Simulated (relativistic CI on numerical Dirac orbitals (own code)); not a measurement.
**Electric-dipole transitions in Rh²⁶⁺**

These numbers are calculated, not measured: Dirac-Coulomb-Breit CI, separate exchange-only KLI orbitals for each configuration, a model potential for QED, unscaled Slater integrals (own radial code, finite nucleus).

CI space (outside the closed core [Ne]): 3s2 3p6 3d, 3s2 3p5 3d2, 3s 3p6 3d2, 3s2 3p6 4s, 3s2 3p6 4p, 3s2 3p6 4d, 3s2 3p6 4f, 3s2 3p5 3d 4s, 3s2 3p5 3d 4p, 3s2 3p5 3d 4d, 3s 3p6 3d 4s, 3p6 3d2 4p, 3s2 3p5 3d 4f, 3s 3p6 3d 4p, 3s2 3p6 5s, 3s2 3p6 5p, 3s 3p6 3d 4d, 3s2 3p6 5d, 3s2 3p6 5f, 3s2 3p6 5g, 3s 3p6 3d 4f, 3p6 3d3, 3p5 3d4, 3p6 3d2 4s, 3p5 3d3 4s, 3p6 3d2 4d, 3p5 3d3 4d. Double excitations out of closed p, d and f shells are left out; levels of such configurations are missing from the list, as are those of other unlisted configurations, and high levels can miss mixing partners. These lack a partner that the ground configuration has and come out too high: 3s2 3p5 3d 4p, 3s2 3p5 3d 4f.

```
λ vac (nm)                      Lower                        Upper   A (s⁻¹)  E lower (eV)  E upper (eV)
    1.5759      3s2 3p6 3d 2D_3/2 [1]  3s2 3p5 3d 4d 4P°_3/2 [392]  1.39e+12         0.000       786.763
    1.5789      3s2 3p6 3d 2D_3/2 [1]  3s2 3p5 3d 4d 2D°_5/2 [387]  1.72e+12         0.000       785.253
    1.5806      3s2 3p6 3d 2D_3/2 [1]  3s2 3p5 3d 4d 2P°_1/2 [384]  9.75e+12         0.000       784.422
    1.5819      3s2 3p6 3d 2D_3/2 [1]  3s2 3p5 3d 4d 4P°_5/2 [382]  2.97e+12         0.000       783.768
    1.5838      3s2 3p6 3d 2D_5/2 [2]  3s2 3p5 3d 4d 2F°_7/2 [400]  5.10e+12         6.610       789.452
    1.5860      3s2 3p6 3d 2D_5/2 [2]  3s2 3p5 3d 4d 2G°_7/2 [397]  2.62e+12         6.610       788.339
    1.5862      3s2 3p6 3d 2D_3/2 [1]  3s2 3p5 3d 4d 2D°_3/2 [376]  6.29e+12         0.000       781.656
    1.5867      3s2 3p6 3d 2D_3/2 [1]  3s2 3p5 3d 4d 2P°_3/2 [375]  1.66e+12         0.000       781.410
    1.5868      3s2 3p6 3d 2D_3/2 [1]  3s2 3p5 3d 4d 2F°_5/2 [374]  4.62e+12         0.000       781.346
    1.5882      3s2 3p6 3d 2D_5/2 [2]  3s2 3p5 3d 4d 2D°_3/2 [394]  3.21e+12         6.610       787.292
    1.5923      3s2 3p6 3d 2D_5/2 [2]  3s2 3p5 3d 4d 2D°_5/2 [387]  1.39e+12         6.610       785.253
    1.5946      3s2 3p6 3d 2D_5/2 [2]  3s2 3p5 3d 4d 2D°_5/2 [383]  4.08e+12         6.610       784.147
    1.7454      3s2 3p6 3d 2D_5/2 [2]  3s2 3p5 3d 4s 2F°_5/2 [202]  8.54e+11         6.610       716.953
    1.7686      3s2 3p6 3d 2D_3/2 [1]     3s2 3p6 4f 2F°_5/2 [145]  1.20e+13         0.000       701.033
    1.7837      3s2 3p6 3d 2D_5/2 [2]     3s2 3p6 4f 2F°_7/2 [148]  1.27e+13         6.610       701.712
    1.8166      3s2 3p6 3d 2D_5/2 [2]  3s2 3p5 3d 4s 2D°_5/2 [116]  1.28e+12         6.610       689.099
    1.8213      3s2 3p6 3d 2D_5/2 [2]  3s2 3p5 3d 4s 4D°_7/2 [111]  6.11e+11         6.610       687.360
    1.8290      3s2 3p6 3d 2D_3/2 [1]  3s2 3p5 3d 4s 2P°_3/2 [100]  1.14e+12         0.000       677.895
    1.8311      3s2 3p6 3d 2D_3/2 [1]   3s2 3p5 3d 4s 2F°_5/2 [97]  1.68e+12         0.000       677.087
    1.8394      3s2 3p6 3d 2D_5/2 [2]  3s2 3p5 3d 4s 2F°_7/2 [101]  1.72e+12         6.610       680.650
    6.0930      3s2 3p6 3d 2D_3/2 [1]     3s2 3p5 3d2 2D°_3/2 [45]  1.16e+12         0.000       203.486
    6.1204      3s2 3p6 3d 2D_3/2 [1]     3s2 3p5 3d2 2P°_1/2 [44]  3.64e+11         0.000       202.574
    6.1993      3s2 3p6 3d 2D_5/2 [2]     3s2 3p5 3d2 2P°_3/2 [47]  9.01e+11         6.610       206.608
    6.2257      3s2 3p6 3d 2D_5/2 [2]     3s2 3p5 3d2 2D°_5/2 [46]  1.07e+12         6.610       205.758
    6.2523        3p6 3d3 4F_9/2 [68]        3p5 3d4 4D°_7/2 [320]  7.20e+11       559.938       758.238
    6.2705        3p6 3d3 2H_9/2 [72]        3p5 3d4 2G°_7/2 [332]  4.69e+11       565.817       763.542
    6.2778       3p6 3d3 2H_11/2 [76]        3p5 3d4 2G°_9/2 [344]  9.57e+11       570.786       768.283
    6.3009        3p6 3d3 2G_9/2 [78]        3p5 3d4 2G°_7/2 [347]  7.94e+11       573.572       770.343
    6.3207    3s2 3p6 4p 2P°_3/2 [85]   3s2 3p5 3d 4p 2D_5/2 [393]  8.67e+11       590.759       786.915
    6.3394     3s2 3p6 4s 2S_1/2 [64]  3s2 3p5 3d 4s 2P°_3/2 [275]  9.31e+11       542.693       738.270
    6.3711      3s2 3p6 3d 2D_3/2 [1]     3s2 3p5 3d2 2P°_1/2 [42]  4.76e+11         0.000       194.606
    6.5007      3s2 3p6 3d 2D_5/2 [2]     3s2 3p5 3d2 2F°_7/2 [43]  4.92e+11         6.610       197.334
    6.5180       3p6 3d3 2H_11/2 [76]       3p5 3d4 2H°_11/2 [323]  7.71e+11       570.786       761.005
    6.5986        3p6 3d3 2G_9/2 [78]        3p5 3d4 2H°_9/2 [324]  4.95e+11       573.572       761.466
    6.8015        3p6 3d3 2H_9/2 [72]        3p5 3d4 2H°_9/2 [300]  3.92e+11       565.817       748.105
    6.9493      3s2 3p6 3d 2D_3/2 [1]     3s2 3p5 3d2 2F°_5/2 [37]  3.98e+11         0.000       178.413
    7.9669      3s2 3p6 3d 2D_5/2 [2]     3s2 3p5 3d2 2G°_7/2 [28]  3.42e+10         6.610       162.234
    8.0015      3s2 3p6 3d 2D_3/2 [1]     3s2 3p5 3d2 4G°_5/2 [25]  3.98e+10         0.000       154.951
    8.5864    3s2 3p5 3d2 4D°_7/2 [8]       3s 3p6 3d2 4P_5/2 [53]  6.58e+10       134.980       279.376
    8.7397  3s2 3p5 3d2 2H°_11/2 [19]       3s 3p6 3d2 2G_9/2 [58]  1.44e+11       147.420       289.284
    8.9152    3s2 3p5 3d2 4D°_5/2 [5]       3s 3p6 3d2 4F_5/2 [49]  5.35e+10       129.676       268.747
    8.9702  3s2 3p5 3d2 4G°_11/2 [10]       3s 3p6 3d2 4F_9/2 [51]  1.33e+11       137.717       275.934
    9.0620    3s2 3p5 3d2 4G°_9/2 [9]       3s 3p6 3d2 4F_7/2 [50]  1.27e+11       135.476       272.295
    9.1253    3s2 3p5 3d2 4G°_7/2 [6]       3s 3p6 3d2 4F_5/2 [49]  1.06e+11       132.878       268.747
    9.4755   3s2 3p5 3d2 4F°_9/2 [16]       3s 3p6 3d2 4F_9/2 [51]  6.18e+10       145.086       275.934
```

Terms are leading LS components. Brackets give the number of a level in order of energy, since labels repeat. The list gives strong lines, with weight on those to low levels, without lines whose two gauges differ by over a factor of 2.5, among the lowest 400 of 1963 levels, so that lines to higher ones, which can be the strongest, are missing. Levels whose partners in the same complex of configurations lie outside the list can be far off, and so can their lines. Rates are taken at the computed energies, electric ones in the length gauge.

At this charge energies of transitions that change n are usually good to better than 1 %, and those within a shell (Δn = 0) to a few per cent.

LS names give the leading component of a level, which can be under half, so a name can repeat, a term be missing and a line seem to break the LS rules.
